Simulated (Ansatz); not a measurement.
`[OH][GeH]([F])[F]` + H₂O → `[OH][GeH]([OH])[F]` + H–F at 298.15 K and 1 bar (formal hydrolysis of a Ge–F bond).

Program: Ansatz. Geometries: PBE0-D4/def2-TZVP. ΔE: electronic, gas phase. CBS: MP2 limit from def2 TZ/QZ plus the TZ coupled-cluster correction, frozen cores. This one scheme is used for every species. For Ge outer-core shells are correlated without core-valence functions, which leaves a few kJ/mol of doubt a bond. Scalar relativity is left out up to krypton. Each species was taken in one conformer, which may not be the lowest.

| species | CCSD(T)/CBS energy (Eh) | H − E (kJ/mol) | S (J/(mol·K)) |
| --- | --- | --- | --- |
| `[OH][GeH]([F])[F]` | -2352.17909 | 86.5 | 313.9 |
| H₂O | -76.37941 | 66.4 | 188.7 |
| `[OH][GeH]([OH])[F]` | -2328.15335 | 117.9 | 324.0 |
| H–F | -100.39570 | 33.5 | 173.6 |

H − E and S are ideal-gas, rigid-rotor, harmonic terms from PBE0-D4/def2-TZVP, for one conformer and one mirror image of each species. 1 Eh = 2625.50 kJ/mol, R = 8.31446 J/(mol·K).

Task: By hand: ΔE, ΔH, ΔS and ΔG.

Result: ΔE = (-2328.15335) + (-100.39570) − (-2352.17909) − (-76.37941) = 0.00945 Eh = 24.8 kJ/mol. Δ(H − E) = 117.9 + 33.5 − 86.5 − 66.4 = -1.5, so ΔH = 23.3 kJ/mol. ΔS = 324.0 + 173.6 − 313.9 − 188.7 = -5.0 J/(mol·K). ΔG = 23.3 − 298.15 × (-5.0)/1000 = 24.8 kJ/mol.

Task: By hand: the equilibrium constant, and the temperature at which ΔG would vanish if ΔH and ΔS stayed fixed.

Result: log₁₀ K = −ΔG/(RT ln 10) = -4.3. ΔH and −TΔS have one sign here, so there is no such temperature.

The number of gas molecules stays the same, so ΔS is small and ΔH decides. A doubt of 5 kJ/mol in ΔE shifts log₁₀ K by 0.9 here. Other conformers and mirror images would add mixing entropy, several J/(mol·K) or more a flexible species. These are equilibria of isolated gas molecules and say nothing of rates. Largest T1 diagnostic: 0.012 (customary marks: 0.02 for closed shells, 0.045 for open ones).

ΔS is within the doubt of such terms, so its sign, and with it that verdict, could turn.
